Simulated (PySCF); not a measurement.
2-chloro-3-fluorobuta-1,3-diene (C4H4ClF), SMILES C=C(F)C(=C)Cl. Atoms are numbered in the order given.

```xyz
10

C     -1.6013     1.1500     0.0000
C     -0.2737     0.9816     0.0000
F      0.5355     2.0570     0.0000
C      0.4858    -0.2724     0.0000
C      1.8270    -0.3281     0.0000
Cl    -0.4658    -1.7330     0.0000
H     -2.0175     2.1589     0.0000
H     -2.2640     0.2864     0.0000
H      2.4008     0.6000     0.0000
H      2.3522    -1.2843     0.0000
```

The structure is a stationary point at r2SCAN-D4/def2-SVP. Other conformers were not sampled.

Method: PySCF with M06-2X/def2-TZVP.

Symmetry labels are those of the subgroup Cs that the program uses (full group Cs).

List the valence orbital energies around the gap with their symmetry. (The exact figures need the calculation; the answer reports its results.)


```
orbital  symmetry  energy (eV)
-------  --------  -----------
HOMO−7         A'       -14.32
HOMO−6         A'       -13.39
HOMO−5         A'       -13.33
HOMO−4         A"       -12.43
HOMO−3         A'       -12.34
HOMO−2         A'       -10.61
HOMO−1         A"        -9.77
HOMO           A"        -8.40
LUMO           A"        -0.64
LUMO+1         A'         1.73
LUMO+2         A"         2.60
LUMO+3         A'         2.67
```
